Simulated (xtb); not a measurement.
I₃Sn (SMILES [I][Sn]([I])[I]), doublet, geometry from GFN2-xTB (such geometries of metal compounds can be far from the true shape) (the spin is typed, not shown lowest), atoms displaced at random by about 0.1 Å a coordinate.

xtb was given this input:
```
$ xtb mol.xyz --gfn 2 --uhf 1 --opt --json

# file mol.xyz
4

Sn     0.04930335     0.62333712     0.69225914
I      2.34061877    -0.64561586    -0.53235642
I     -0.99801204    -1.25634881     2.09760042
I     -1.70822535     1.32414079    -1.59556931
```

What does this run give for the dipole moment, total energy at the end of the optimisation?


The dipole moment is 5.31 D. The total energy at the end of the optimisation is -13.7305 Eh.
